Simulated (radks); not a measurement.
Sr14+, configuration [Ar] 3d6.

Method: scalar-relativistic Kohn-Sham, LDA (Slater exchange, VWN5 correlation), spin-polarised, spherical densities, finite nucleus; open shells are filled with parallel spins first (spin-orbit coupling, left out, can overturn this in heavy ions); Fermi nuclear charge, rms radius 4.224 fm; computed with a radial shooting solver on a logarithmic mesh with Libxc functionals.

Energy parts (eV):
| part | energy |
|---|---|
| total | -84019.872 |
| kinetic | 86205.315 |
| electron-nucleus | -193085.141 |
| Hartree | 25273.669 |
| exchange-correlation | -2413.715 |

Orbitals (lengths in bohr, moments of r in powers of bohr; <r^-3> diverges for s and p1/2; r(90%) holds 90 % of the orbital's charge):
orbital  occ.  eigenvalue (eV)  r(90%)     <r^2>      <r>  <r^-3>
1s up       1        -16311.22  0.0702  0.002072  0.03921       -
1s down     1        -16311.08  0.0702  0.002072  0.03921       -
2s up       1        -2553.923   0.266   0.03503   0.1724       -
2s down     1        -2547.213   0.266   0.03494   0.1722       -
2p up       3        -2315.870   0.245   0.02758   0.1502    1803
2p down     3        -2310.702   0.244   0.02748   0.1500    1809
3s up       1        -688.9432   0.689    0.2511   0.4690       -
3s down     1        -680.3774   0.692    0.2531   0.4708       -
3p up       3        -611.5654   0.700    0.2523   0.4668   322.7
3p down     3        -602.9480   0.704    0.2548   0.4691   318.1
3d up       5        -487.9275   0.690    0.2279   0.4390   43.81
3d down     1        -478.2795   0.697    0.2319   0.4425   43.29

The highest occupied level is 3d down at -478.28 eV. The density falls to 0.001 e/bohr^3 at r = 1.41 bohr. The spin density at the nucleus is -3.682 e/bohr^3 (1s -0.725, 2s -9.582, 3s 6.625). For comparison, the ionisation energy in NIST's Atomic Spectra Database is 499 eV (theoretical). In exact Kohn-Sham theory the highest level is minus the ionisation energy, but local and semilocal functionals leave it too shallow, through self-interaction and a potential that decays too fast; potentials with the right tail come closer. Spin moment in Bohr magnetons: 4.
